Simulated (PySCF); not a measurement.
Ligands exchanged one at a time, Ga Cl-Br. All species are isolated molecules in the gas phase. Strings in code marks are SMILES.

The vertical ionisation energy (Delta-SCF) from two functionals at the same geometries (PBE0-D3(BJ)/def2-TZVP), both in PySCF: PBE-D3(BJ)/def2-TZVP and ωB97X-D3(BJ)/def2-TZVP. Delta-SCF ions had no search for a lower state. 

```json
[
 {"species": "0 of 3 Cl replaced by Br (`[Cl][Ga]([Cl])[Cl]`)", "PBE-D3(BJ)/def2-TZVP (eV)": "10.89", "ωB97X-D3(BJ)/def2-TZVP (eV)": "12.18"},
 {"species": "1 of 3 Cl replaced by Br (`[Cl][Ga]([Cl])[Br]`)", "PBE-D3(BJ)/def2-TZVP (eV)": "10.55", "ωB97X-D3(BJ)/def2-TZVP (eV)": "11.50"},
 {"species": "2 of 3 Cl replaced by Br (`[Cl][Ga]([Br])[Br]`)", "PBE-D3(BJ)/def2-TZVP (eV)": "10.27", "ωB97X-D3(BJ)/def2-TZVP (eV)": "11.34"},
 {"species": "3 of 3 Cl replaced by Br (`[Br][Ga]([Br])[Br]`)", "PBE-D3(BJ)/def2-TZVP (eV)": "10.03", "ωB97X-D3(BJ)/def2-TZVP (eV)": "11.24"}
]
```

Over these rows, drawn at random from the members with no instability flagged (it was tested for open shells, ions and some series alone), PBE minus ωB97X-D3(BJ): mean -1.13 eV, from -1.29 eV to -0.95 eV.
